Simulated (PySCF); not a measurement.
`C(C=C)OC(=O)/C(C)=C/C`, C$_{8}$H$_{12}$O$_{2}$

Geometry:
```csv
atom,x (Å),y (Å),z (Å)
C1,3.788,-0.038,0.907
C2,2.806,-0.192,0.020
C3,1.886,-1.369,-0.011
O4,0.522,-0.986,0.161
C5,-0.118,-0.541,-0.931
O6,0.416,-0.464,-2.013
C7,-1.532,-0.155,-0.675
C8,-2.308,0.303,-1.876
C9,-2.026,-0.214,0.576
C10,-3.407,0.156,0.983
H11,4.457,0.826,0.875
H12,3.966,-0.776,1.696
H13,2.642,0.555,-0.765
H14,1.984,-1.900,-0.972
H15,2.103,-2.062,0.813
H16,-2.580,1.368,-1.799
H17,-1.701,0.176,-2.781
H18,-3.240,-0.268,-1.999
H19,-1.353,-0.560,1.366
H20,-4.022,0.510,0.145
H21,-3.918,-0.705,1.447
H22,-3.385,0.946,1.752
```

Computed, not measured: TDDFT CAM-B3LYP/def2-SVPD excited states, vertical, gas phase (PySCF 2.14.0). Geometry: PBE0-D3(BJ)/def2-SVP.

**Question.** Give the one- and two-photon strengths of the lowest singlets.

**Answer.** δ for parallel linear polarisation; σ at the peak of a Lorentzian of half width 0.1 eV, single beam; Ω is circular over linear.
| state | E (eV) | f | photon λ (nm) | δ (au) | σ (GM) | Ω | main |
| --- | --- | --- | --- | --- | --- | --- | --- |
| S1 | 5.30 | 0.001 | 468 | 0.12 | 0.00 | 1.02 | HOMO−2→LUMO 0.81, HOMO−1→LUMO 0.09 |
| S2 | 5.89 | 0.396 | 421 | 126 | 1.60 | 0.90 | HOMO→LUMO 0.94 |
| S3 | 6.90 | 0.022 | 360 | 30.6 | 0.53 | 0.85 | HOMO−1→LUMO 0.75, HOMO−2→LUMO 0.11 |
| S4 | 7.00 | 0.001 | 354 | 10.7 | 0.19 | 1.45 | HOMO→LUMO+2 0.58, HOMO→LUMO+1 0.32 |
| S5 | 7.18 | 0.088 | 345 | 56.4 | 1.06 | 0.97 | HOMO−3→LUMO 0.78 |
| S6 | 7.44 | 0.033 | 333 | 40.4 | 0.82 | 0.73 | HOMO−3→LUMO+1 0.31, HOMO→LUMO+1 0.16 |

Among these, the strongest one-photon state is S2, the strongest two-photon state S2, with a dipole change of 2.2 D (relaxed, norm of the difference vector).
